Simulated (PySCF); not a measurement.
Gas-phase reaction: 2 TiCl4 + 3 H2O2 = 2 TiCl3OH + 2 H2O + 2 ClO, at 2000 K and a standard pressure of 1 bar. Level: BLYP/def2-TZVP†.

Energies from PySCF, thermal terms from the rigid-rotor harmonic-oscillator model, ideal gas at 1 bar. S°(298 K) at PBE0/def2-TZVP differs from the NASA 1993 table for H2O2 (-8 J/mol/K); whether the harmonic model or the table's entry is off was not settled. † marks an energy on the PBE0/def2-TZVP geometry and frequencies. Open shells (unrestricted): ClO (multiplicity 2, electronic degeneracy 4); the rest are closed-shell singlets. Spin-orbit splitting is ignored; it lowers the true energy and changes the entropy of ClO. No R ln 2 is added for the mirror-image form of H2O2. TiCl3OH: computed as isolated molecules; such fragments, hydroxides, amides, oligomers or adducts are transient or little studied in the gas. The harmonic model lacks anharmonicity and excited electronic states, which grow with temperature; levels with a mode under 35 cm⁻¹ are left out. Internal rotation in H2O2 is treated as a harmonic vibration of one conformer, which makes the entropy rough. Soft modes under 120 cm⁻¹ make the harmonic entropy rough for TiCl4, TiCl3OH.

```tsv
species	E (Ha)	H(2000 K) − E (kJ/mol)	S°(2000 K) (J/mol/K)
TiCl4	-2690.63852	216.9	551.8
H2O2	-151.59913	188.5	336.8
TiCl3OH	-2306.26632	277.0	615.0
H2O	-76.44517	137.7	263.5
ClO	-535.35298	75.4	293.5
```
E: electronic energy; H − E holds the zero-point and thermal terms. 1 Ha = 2625.5 kJ/mol.

Task: Work out ΔH°, ΔS°, ΔG° and log10 K from these numbers.

Result: 1. ΔE = 2×(-2306.26632) + 2×(-76.44517) + 2×(-535.35298) − 2×(-2690.63852) − 3×(-151.59913) = -0.05451 Ha = -143.1 kJ.
2. Δ(H − E) = 2×(277.0) + 2×(137.7) + 2×(75.4) − 2×(216.9) − 3×(188.5) = -19.1 kJ, so ΔH° = -162.2 kJ.
3. ΔS° = 2×(615.0) + 2×(263.5) + 2×(293.5) − 2×(551.8) − 3×(336.8) = 230.0 J/K; the number of gas molecules changes by +1.
4. ΔG° = ΔH° − TΔS° = -162.2 − 2000×(230.0)/1000 = -622.2 kJ.
5. log10 K = −ΔG°/(RT ln 10) = 16.25, with RT ln 10 = 38.29 kJ/mol; at standard pressures the products are favoured.
6. A shift of 10 kJ in ΔE would move log10 K by 0.26 here.
For scale, ΔH°(298 K) is -166 kJ at this level, -146 kJ at ωB97M-V/def2-TZVP†, and runs from -170 to 96 kJ over the 14 levels computed.
